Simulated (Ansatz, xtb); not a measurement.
**Relative energy of two structures of BClH6Si2**

Structure X is `B[Si@H]([SiH3])Cl`, a singlet and structure Y is a singlet given by its coordinates. Both are isolated molecules in the gas phase, relaxed with PBE-D3(BJ)/def2-SVP; the shapes shown needn't be the lowest conformers.

X (Å):

```csv
atom,x (Å),y (Å),z (Å)
B,-0.7605,1.4690,0.9110
Cl,1.3794,0.0550,-1.4087
Si,-0.5496,0.7342,-0.9236
Si,-1.9318,-1.1942,-0.9455
H,0.0399,1.2595,1.7996
H,-1.7992,2.0462,1.1768
H,-1.0135,1.6482,-2.0274
H,-1.4983,-2.1381,0.1421
H,-3.3745,-0.8210,-0.7313
H,-1.7789,-1.8729,-2.2794
```

Y (Å):

```xyz
10

B    -1.6101    0.3130    0.8413
Cl    1.8212    0.8754    0.1741
Si   -1.1428   -1.4698   -0.1937
Si   -0.2095    1.0829   -0.1822
H    -0.3727   -1.3448   -1.4992
H    -2.4452   -2.1195   -0.5734
H    -0.3040   -2.3643    0.6736
H    -1.4592    0.0719    2.0226
H    -2.6734    0.6991    0.3790
H    -0.3156    1.5552   -1.6086
```

Close contacts (Å): B1–Si3 2.11, B1–Si4 1.90, Cl2–Si4 2.07, Si3–Si4 2.72, B1–H8 1.22, B1–H9 1.22, Si3–H5 1.52, Si3–H6 1.50, Si3–H7 1.50, Si4–H10 1.51.

Which of the two would you expect CCSD(T)/def2-SVP + ΔMP2/def2-TZVPP electronic energies to favour?

Structure X; the calculation gives E(Y) − E(X) = +8.6 kJ/mol.

The same difference at several levels:

| level | geometry | E(Y) − E(X) (kJ/mol) | departure from the last row (kJ/mol) | job, with rough time for the two |
| --- | --- | --- | --- | --- |
| PBE-D3(BJ)/def2-SVP | PBE-D3(BJ)/def2-SVP | −18.6 | −27.2 | optimisation, 59 s |
| HF/def2-SVP | PBE-D3(BJ)/def2-SVP | +80.6 | +72.1 | part of the CCSD(T) run |
| MP2/def2-SVP | PBE-D3(BJ)/def2-SVP | +4.0 | −4.6 | part of the CCSD(T) run |
| CCSD(T)/def2-SVP | PBE-D3(BJ)/def2-SVP | +11.5 | +2.9 | single point |
| CCSD(T)/def2-SVP + ΔMP2/def2-TZVPP | PBE-D3(BJ)/def2-SVP | +8.6 |  | single point, 20 s |

PBE-D3(BJ)/def2-SVP puts the two in the other order. The largest departure from CCSD(T)/def2-SVP + ΔMP2/def2-TZVPP is that of HF/def2-SVP, 72.1 kJ/mol. Levels run at GFN2-xTB geometries aren't shown. The last row adds to CCSD(T) the change of the MP2 difference between the two basis sets, here −2.9 kJ/mol.

With harmonic frequencies from PBE-D3(BJ)/def2-SVP (ideal gas, rigid rotor, one conformer each, 298.15 K, 1 atm): the zero-point term adds +1.5 kJ/mol; ΔH is +8.9 and ΔG +11.5 kJ/mol.

The correlated steps freeze 16 core orbitals. Programs: Ansatz 0.2.0; the last row on 2 threads of Intel(R) Xeon(R) Platinum 8259CL CPU @ 2.50GHz (Skylake/Cascade Lake) on a shared host.
